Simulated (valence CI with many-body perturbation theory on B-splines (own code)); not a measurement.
Hg57+: what the settings do

Calculated by relativistic CI+MBPT: five valence electrons over a frozen Dirac-Fock core [Ar], radial functions for each j: 6 s, 6 p, 5 d, 5 f, 1 g, with the one-electron correlation potential Σ1, the two-electron term Σ2, the three-electron term Σ3, Breit, model QED; selected CI, second order for the rest, scaled by the run's own slope (own B-spline code, finite nucleus).

No measured spectrum was set against this ion. As an estimate, large intervals hold to a few tenths of a per cent, small ones and those within an open d or f shell to about a per cent. Among the levels kept, up to 430 cm⁻¹ of a level comes from second order outside the variational space, and about a tenth of that is noise between levels of different J, which matters for small intervals. Only levels of the ground parity were solved; by the run's estimate the other parity begins above the list, which can be wrong where configurations are misplaced.

The reference run has the lowest level (3d3/2^4 3d5/2) J=5/2 and an ionisation energy of 5780.16 eV. Its largest variational space holds 10000 state functions.

Levels are named by their leading jj configuration (3d3/2^4 stands for four electrons in 3d with j = 3/2), which in mixed levels can hold well under half, so a name can repeat and another be missing. Letters in brackets count levels of one name in rising energy.

Changed runs:
A. hole-hole ladder in Σ2 on → off
B. Davidson tolerance 2e-05 → 0.0003
C. QED terms on → off; Breit term on → off
D. scale of Σ2 1 → 3 (bad on purpose)

Excitation energies of the reference run in cm⁻¹, and shifts in cm⁻¹:

| Level | Reference | A | B | C | D |
| --- | --- | --- | --- | --- | --- |
| (3d3/2^3 3d5/2^2) J=5/2 [a] | 718425 | -5167 | 0 | +14634 | +13486 |
| (3d3/2^3 3d5/2^2) J=7/2 [a] | 818899 | -4796 | 0 | +22247 | +9773 |
| (3d3/2^3 3d5/2^2) J=11/2 | 827548 | -9092 | 0 | +38134 | +16777 |
| (3d3/2^3 3d5/2^2) J=3/2 [a] | 838156 | -727 | 0 | +12561 | +5489 |
| (3d3/2^3 3d5/2^2) J=9/2 | 880967 | -6021 | 0 | +28940 | +9885 |
| (3d3/2^3 3d5/2^2) J=5/2 [b] | 917624 | -1582 | 0 | +21883 | +1833 |
| (3d3/2^3 3d5/2^2) J=7/2 [b] | 955432 | -2766 | 0 | +22641 | +2723 |
| (3d3/2^3 3d5/2^2) J=1/2 | 957567 | +883 | 0 | +15159 | -1607 |
| (3d3/2^3 3d5/2^2) J=3/2 [b] | 1119500 | +8496 | 0 | +11346 | -5256 |
| (3d3/2^2 3d5/2^3) J=5/2 [a] | 1526790 | -6205 | 0 | +28880 | +20988 |
| (3d3/2^2 3d5/2^3) J=7/2 [a] | 1605930 | -7782 | 0 | +37485 | +18322 |
| (3d3/2^2 3d5/2^3) J=11/2 | 1606390 | -12641 | 0 | +52475 | +26556 |
| Ionisation energy (eV) | 5780.16 | -0.61 | 0 | +2.75 | +22.39 |

No effect on these energies: B.
